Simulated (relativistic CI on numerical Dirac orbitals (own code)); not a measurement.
Zeeman pattern of Se 2062.78 Å at 0.5 T

Problem. The line 4s²4p⁴ ³P0 – 4s²4p³5s ³S°1 of Se lies at 2062.78 Å (air; NIST Handbook). Calculate its Zeeman pattern at B = 0.5 T, seen across the field, in LS coupling, and compare it with the Doppler width at an assumed gas temperature of 3000 K.

Working.
1. Landé factors g = 3/2 + [S(S + 1) − L(L + 1)]/[2J(J + 1)]: lower none (J = 0), upper 2.0000.
2. The unit is μB B/hc = 0.46686 × 0.5 = 0.2334 cm⁻¹, or 9.9 mÅ at this wavelength. A component is shifted by g_u m_u − g_l m_l units. Seen across the field, the strengths for lower J and m are (J + 1)² − m² (π) and ¼(J + m + 1)(J + m + 2) (σ).
3. π components (Δm = 0), symmetric about zero, as shift (strength, strongest of all = 100): 0.000 (100).
4. σ components with Δm = +1, mirrored for −1: 2.000 (50).
5. The centre of the σ group lies at ḡ = 2.000 units, 19.9 mÅ from the line centre.
6. The Doppler width is 7.16 × 10⁻⁷ λ √(T/M) = 9.0 mÅ (FWHM, M = 80), so the sum of Gaussians shows separate peaks away from the centre.

Check. A relativistic CI calculation gives g = none (J = 0) and 1.9936 for the two levels. The nearest fine-structure partner lies 545 cm⁻¹ away, 2334 Zeeman units, so the weak-field formulas hold; hyperfine structure, which matters at weak fields for isotopes with nuclear spin, is neglected.
